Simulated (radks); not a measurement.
Spherical quantum dot in the effective-mass picture: electrons in a hard-walled sphere of radius 1.39, all in effective atomic units (hartree* = m*/eps^2 hartree, bohr* = eps/m* bohr), one dielectric constant everywhere. Calculated with a radial shooting solver with Libxc functionals: non-relativistic Kohn-Sham, LDA (Slater exchange, Perdew-Wang correlation), spin-polarised, spherical densities. Levels are named by radial order and angular momentum (1s, 1p, 1d, 2s, ...), and open shells are averaged over m. Results are scaled to m* = 0.026 and eps = 6.7, for which hartree* = 15.76 meV and bohr* = 13.64 nm.

N = 29, configuration 1s2 1p6 1d10 2s(up 1, down 0) 1f(up 7, down 3). This is the lowest configuration that the search found. Occupied and some empty levels:

level,occupation,eigenvalue (meV),<r> (nm)
1s up,1,483.12,11.53
1s down,1,485.63,11.56
1p up,3,510.66,12.49
1p down,3,512.96,12.49
1d up,5,552.89,13.15
1d down,5,555.18,13.14
2s up,1,607.45,8.759
1f up,7,607.95,13.64
1f down,3,610.26,13.64
2s down,0,611.90,8.805
1g up,0,674.82,14.03
1g down,0,677.15,14.03
2p up,0,684.69,9.975
2p down,0,687.75,10.01
2d up,0,773.40,10.81
2d down,0,775.79,10.83

Energy (meV): total 10077.6, kinetic 4259.4, external 0, Hartree 6372.8, exchange-correlation -554.55.
